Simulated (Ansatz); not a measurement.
`C[C@@H](F)[C@@H]1BC1`, relaxed with RKS PBE-D4/def2-SVP in the Gaussian-basis code of Ansatz from a rough embedded geometry. The force threshold is 0.03 eV/Å; the program also tests the step.

The species carries charge 0 and has multiplicity 1.

Start:

```xyz
14

C    -1.216   -0.090   -1.491
C    -0.834   -0.403   -0.023
F    -1.276   -1.671    0.257
C     0.626   -0.396    0.259
B     1.110   -0.168    1.753
C     1.265    0.941    0.581
H    -0.820    0.947   -1.707
H    -0.689   -0.816   -2.118
H    -2.267   -0.070   -1.623
H    -1.380    0.345    0.635
H     1.332   -1.052   -0.353
H     1.199   -0.493    2.891
H     0.617    1.805    0.678
H     2.333    1.122    0.262
```

| step | energy (eV) | largest force (eV/Å) | largest move (Å) |
| --- | --- | --- | --- |
| 1 | -7654.4779 | 2.306 | 0.000 |
| 2 | -7654.7903 | 0.843 | 0.067 |
| 3 | -7654.8539 | 0.173 | 0.052 |
| 4 | -7654.8573 | 0.068 | 0.022 |
| 5 | -7654.8578 | 0.104 | 0.042 |
| 6 | -7654.8591 | 0.051 | 0.015 |
| 7 | -7654.8601 | 0.034 | 0.028 |
| 8 | -7654.8605 | 0.016 | 0.038 |

End:

```xyz
14

C    -1.163   -0.121   -1.505
C    -0.870   -0.368   -0.032
F    -1.423   -1.604    0.325
C     0.610   -0.360    0.300
B     1.169   -0.177    1.723
C     1.302    0.966    0.705
H    -0.778    0.870   -1.819
H    -0.674   -0.898   -2.127
H    -2.254   -0.154   -1.697
H    -1.382    0.409    0.585
H     1.198   -1.024   -0.364
H     1.359   -0.628    2.824
H     0.640    1.844    0.840
H     2.265    1.244    0.242
```

It took 13 s on 4 threads of an Arm Neoverse V1 on a shared host, with 0.17 GiB of host memory at the peak.
